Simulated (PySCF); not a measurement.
Ag²⁺: ionisation energy

Ag²⁺ [Kr] 4d9 (2D) → Ag³⁺ [Kr] 4d8 (3F), as a difference of total energies. Calculation: PySCF 2.14, in x2c-TZVPPall; scalar relativity by spin-free X2C-1e. Correlated levels: valence and next inner shell: [Ar] 3d10 frozen. The calculations carry no spin-orbit coupling.

| method | ionisation energy (eV) |
| --- | --- |
| UHF | 32.957 |
| MP2 (valence and next inner shell) | 34.890 |
| SCS-MP2 (valence and next inner shell) | 34.648 |
| CCSD (valence and next inner shell) | 34.513 |
| CCSD(T) (valence and next inner shell) | 34.584 |

**Question.** How much does correlation contribute at CCSD(T) (valence and next inner shell)?

**Answer.** 34.584 − (32.957) = 1.627 eV, measured against UHF.

The reference lies between the lowest fine-structure levels, while these numbers refer to the centres of the terms.

Errors of the correlated levels include the incompleteness of this basis and the frozen core.

For comparison: 34.8 ± 0.3 eV (semi-empirical (NIST evaluation); NIST Atomic Spectra Database, ionization energies).
